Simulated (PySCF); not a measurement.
Input file for PySCF: R-MP2/6-31G* on ClFSi (SMILES F[Si]Cl), a point of a bond scan (R = 2.097 Å).

```python
from pyscf import gto, scf, dft, mp
from pyscf.data.elements import chemcore

mol = gto.M(
    atom='''
    Si    0.34761579    0.26750639    0.78195685
    F     0.95036201    1.34196481   -0.25474125
    Cl   -0.78940466   -0.93075134   -0.50910144
    ''',
    basis='6-31g*',
    cart=True,
    charge=0, spin=0, verbose=3, max_memory=1800)
mf = scf.RHF(mol)
mf.conv_tol = 1e-8
mf.max_cycle = 100
mf.kernel()
if not mf.converged:
    mf = mf.newton().run(mf.mo_coeff, mf.mo_occ)
pt = mp.MP2(mf, frozen=chemcore(mol)).run()
```

Program output:

```
converged SCF energy = -847.913577170461
E(RMP2) = -848.286638293397  E_corr = -0.373061122936191
E(SCS-RMP2) = -848.275170279238  E_corr = -0.361593108777009
```

The run converged.

Cost: very roughly 1.1 core-seconds.
